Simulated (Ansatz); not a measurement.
`[F][Hf]([F])([F])[SH]` + HCl → `[F][Hf]([F])([F])[Cl]` + H₂S at 298.15 K and 1 bar (ligand exchange at the Hf–S bond).

Gas-phase electronic energies from Ansatz, PBE0-D4/def2-TZVP geometries. CCSD(T)/CBS adds triple-zeta CCSD(T) − MP2 to the extrapolated MP2 energy (def2 sets, frozen cores). This one scheme is used for every species. def2 core potentials past Kr. For Hf outer-core shells are correlated without core-valence functions, which leaves a few kJ/mol of doubt a bond. Each species was taken in one conformer, which may not be the lowest.

| species | CCSD(T)/CBS energy (Eh) | H − E (kJ/mol) | S (J/(mol·K)) |
| --- | --- | --- | --- |
| `[F][Hf]([F])([F])[SH]` | -745.95117 | 61.0 | 384.9 |
| HCl | -460.38127 | 26.6 | 186.8 |
| `[F][Hf]([F])([F])[Cl]` | -807.38599 | 38.9 | 351.9 |
| H₂S | -398.97279 | 49.9 | 205.7 |

H − E and S are ideal-gas, rigid-rotor, harmonic terms from PBE0-D4/def2-TZVP, for one conformer and one mirror image of each species. 1 Eh = 2625.50 kJ/mol, R = 8.31446 J/(mol·K).

By hand: ΔE, ΔH, ΔS and ΔG.

ΔE = (-807.38599) + (-398.97279) − (-745.95117) − (-460.38127) = -0.02634 Eh = -69.2 kJ/mol. Δ(H − E) = 38.9 + 49.9 − 61.0 − 26.6 = 1.2, so ΔH = -68.0 kJ/mol. ΔS = 351.9 + 205.7 − 384.9 − 186.8 = -14.1 J/(mol·K). ΔG = -68.0 − 298.15 × (-14.1)/1000 = -63.8 kJ/mol.

By hand: the equilibrium constant, and the temperature at which ΔG would vanish if ΔH and ΔS stayed fixed.

log₁₀ K = −ΔG/(RT ln 10) = 11.2. ΔG = 0 at ΔH/ΔS = 4823 K, far beyond where these terms or the molecules hold.

The number of gas molecules stays the same, so ΔS is small and ΔH decides. A doubt of 5 kJ/mol in ΔE shifts log₁₀ K by 0.9 here. Other conformers and mirror images would add mixing entropy, several J/(mol·K) or more a flexible species. Modes under 60 cm⁻¹, often nearly free rotors, make the harmonic entropy too high. These are equilibria of isolated gas molecules and say nothing of rates. Largest T1 diagnostic: 0.016 (customary marks: 0.02 for closed shells, 0.045 for open ones).
